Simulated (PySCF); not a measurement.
Ground-state electric properties of a mixed set of molecules.

All values: PBE0/pcSseg-1 (PySCF) at PBE0-D3(BJ)/def2-SVP geometries, gas phase, one conformer each. The calculation is non-relativistic, for selenium too.

(1) Rank by the lowest IAO charge on any atom, highest value first.
A. `C=CO[SiH2]C[SiH3]`
B. `C=C/C=C/OC(F)F`
C. `COc1ccccc1CO`

(2) Rank by dipole moment, highest first.
A. `[CH3:1][O:2][c:3]1[cH:4][cH:5][cH:6][cH:7][c:8]1[CH2:9][OH:10]` with C1–O2–C3–C4 2°, C7–C8–C9–O10 124°, C8–C9–O10–H 58° (2-methoxybenzyl alcohol)
B. `[CH2:1]=[CH:2]/[CH:3]=[CH:4]/[O:5][CH:6]([F:7])[F:8]` with C1–C2–C3–C4 -179°, C3–C4–O5–C6 -16°, C4–O5–C6–F7 -167°
C. SeMe2, `C[Se]C`
D. `[CH2:1]=[CH:2][O:3][SiH2:4][CH2:5][SiH3:6]` with C1–C2–O3–Si4 -179°, C2–O3–Si4–C5 180°, O3–Si4–C5–Si6 180°

(3) Rank by HOMO energy, lowest first.
A. `COc1ccccc1CO`
B. `C[Se]C`
C. `C=CO[SiH2]C[SiH3]`

Answers

(1) B (-0.317 e), C (-0.552 e), A (-0.846 e).

(2) A (3.13 D), B (2.02 D), C (1.50 D), D (0.61 D).

(3) C (-6.77 eV), A (-6.62 eV), B (-5.98 eV).

All values together:

| SMILES | formula | μ (D) | HOMO (eV) | LUMO (eV) | lowest IAO charge (e) | highest IAO charge (e) | lowest Hirshfeld charge (e) | highest Hirshfeld charge (e) |
| --- | --- | --- | --- | --- | --- | --- | --- | --- |
| C=CO[SiH2]C[SiH3] | C3H10OSi2 | 0.61 | -6.77 | 0.28 | -0.846 (C) | +0.997 (Si) | -0.245 (C) | +0.403 (Si) |
| COc1ccccc1CO | C8H10O2 | 3.13 | -6.62 | -0.33 | -0.552 (O) | +0.346 (H) | -0.244 (O) | +0.129 (H) |
| C[Se]C | C2H6Se | 1.50 | -5.98 | 0.63 | -0.538 (C) | +0.162 (H) | -0.139 (C) | +0.048 (H) |
| C=C/C=C/OC(F)F | C5H6F2O | 2.02 | -6.68 | -0.87 | -0.317 (C/O) | +0.613 (C) | -0.116 (O) | +0.211 (C) |

Conformers: `[CH2:1]=[CH:2][O:3][SiH2:4][CH2:5][SiH3:6]` with C1–C2–O3–Si4 -179°, C2–O3–Si4–C5 180°, O3–Si4–C5–Si6 180°; `[CH3:1][O:2][c:3]1[cH:4][cH:5][cH:6][cH:7][c:8]1[CH2:9][OH:10]` with C1–O2–C3–C4 2°, C7–C8–C9–O10 124°, C8–C9–O10–H 58°; `[CH2:1]=[CH:2]/[CH:3]=[CH:4]/[O:5][CH:6]([F:7])[F:8]` with C1–C2–C3–C4 -179°, C3–C4–O5–C6 -16°, C4–O5–C6–F7 -167°.
